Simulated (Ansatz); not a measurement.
Task: Name a neutral molecule of C, Cl, Ge, O and H with HOMO–LUMO gap (PBE/def2-TZVPP) between 5.75 and 6.05 eV and size of the dipole moment (ωB97M-V/def2-TZVPP) between 0.25 and 0.55 D (Ansatz, PBE0-D4/def2-TZVP geometry).

Result: `C[O][Ge]([CH3])([OH])[Cl]` (5.79 eV, 0.41 D). Other molecules can fit too; these were computed, each in one conformer that needn't be the lowest.
